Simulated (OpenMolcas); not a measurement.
## Lines of W²⁺: computed and rescaled rates

| Item | Value |
| --- | --- |
| Program | OpenMolcas 26.06 |
| Method | MS-CASPT2, IPEA 0.25 Eh, imaginary shift 0.1 Eh (closed shells correlated: 5s 5p) |
| Basis | ANO-RCC-VQZP [9s8p6d4f3g2h] |
| Scalar Hamiltonian | DKH2, point nucleus |
| Active space | 4 electrons in 5 orbitals (5d) |
| State averaging | 2S+1 = 5 even, 5 roots; 2S+1 = 3 even, 45 roots; 2S+1 = 1 even, 50 roots |
| Spin-orbit coupling | state interaction with AMFI integrals over the reference wave functions, term energies averaged over their components |

Rates come from the transition moments of the reference wave functions (E1 and E2 in the length form). At fixed line strength A goes as λ^-3 for E1 and M1 and as λ^-5 for E2, so a rate at the computed wavelength can be rescaled to the measured one. Measured vacuum wavelengths follow from level energies in NIST levels as listed in McCann et al., Mon. Not. R. Astron. Soc. 538, 537 (2025). Branching counts decays inside the model space alone, at computed energies, and the table is only a selection of the M1 lines, drawn from those between levels with measured partners whose computed energy lies within a factor of 1.5 of the measured one.

| Upper | Lower | Type | λ computed (nm) | λ measured (nm) | A computed (s-1) | A rescaled (s-1) | Branching % |
| --- | --- | --- | --- | --- | --- | --- | --- |
| 5d⁴ ³P₀(1) [59 %] | 5d⁴ ⁵D₁ | M1 | 1050 | 1308 | 1.69e+01 |  | 100.0 |
| 5d⁴ ³P₁(1) | 5d⁴ ⁵D₂ | M1 | 901.7 | 1188 | 1.02e+01 |  | 89.6 |
| 5d⁴ ³H₄ [59 %] | 5d⁴ ⁵D₄ | M1 | 1536 | 1663 | 1.83e+00 |  | 77.7 |
| 5d⁴ ⁵D₂ | 5d⁴ ⁵D₁ | M1 | 4309 | 4535 | 6.17e-01 | 5.29e-01 | 100.0 |
| 5d⁴ ⁵D₁ | 5d⁴ ⁵D₀ [69 %] | M1 | 4191 | 4432 | 5.76e-01 | 4.87e-01 | 100.0 |
| 5d⁴ ³H₄ [59 %] | 5d⁴ ⁵D₃ | M1 | 1251 | 1347 | 5.25e-01 |  | 22.3 |
| 5d⁴ ⁵D₃ | 5d⁴ ⁵D₂ | M1 | 5220 | 5505 | 2.99e-01 | 2.55e-01 | 100.0 |
| 5d⁴ ⁵D₄ | 5d⁴ ⁵D₃ | M1 | 6747 | 7098 | 7.87e-02 | 6.76e-02 | 100.0 |

Spin-changing lines and M1 lines between different terms are not rescaled, since their strength hangs on the term gaps too.

The largest correction is for 5d⁴ ⁵D₁ → 5d⁴ ⁵D₀ [69 %] (M1): 5.76e-01 × (4191 / 4432)^3 = 4.87e-01 s-1, a factor of 0.85.

The computed rate and branching of 5d⁴ ⁵D₁ → 5d⁴ ⁵D₀ [69 %] give the upper level a radiative lifetime of 1.000 / 5.76e-01 s-1 = 1.74e+00 s, counting decays inside the model space alone. The rescaled rate gives about 2.1e+00 s.

The computed order of these levels differs from the measured one in 1 place, and where term gaps are wrong the rates of spin-changing lines can be off by large factors.

These are rates of the free ion; in crystals, glasses and complexes forced electric-dipole and non-radiative decay shorten such lifetimes by orders of magnitude. No measured rate stands beside these. Rescaling mends the energy factor alone: line strengths can still be far off where a level mixes with configurations outside the active space, and weak or spin-changing lines hang on small mixing coefficients that depend on the term gaps too, so rescaling need not improve them.

CASPT2 does not keep the components of a term degenerate, so their means are used; among the terms shown or strongly mixed into the levels shown the widest spread is 620 cm-1 (5d⁴ ³H). Over all roots computed the reference weight is 0.90 to 0.95; the roots of lowest weight are the least certain, and an intruder state may touch them. Configurations with an s electron lie low in 5d ions of this charge, fall among these levels and mix in, so low-spin terms can stand far too high, up to twice their true height, and weights are not those of the real levels. Some terms miss by over 15 % even with CASPT2, which points to a basis or an active space too small for the shells correlated. Measured partners are found by configuration, term and J. A level has none where our copy of the source lacks it or the pairing is in doubt (some pairs that miss far off the trend of their configuration count as doubtful). Levels of configurations outside the active space are missing.

A share in square brackets marks a mixed level and gives the weight of the term that names it. A number in round brackets counts repeated terms of one configuration in the order of the reference energies.
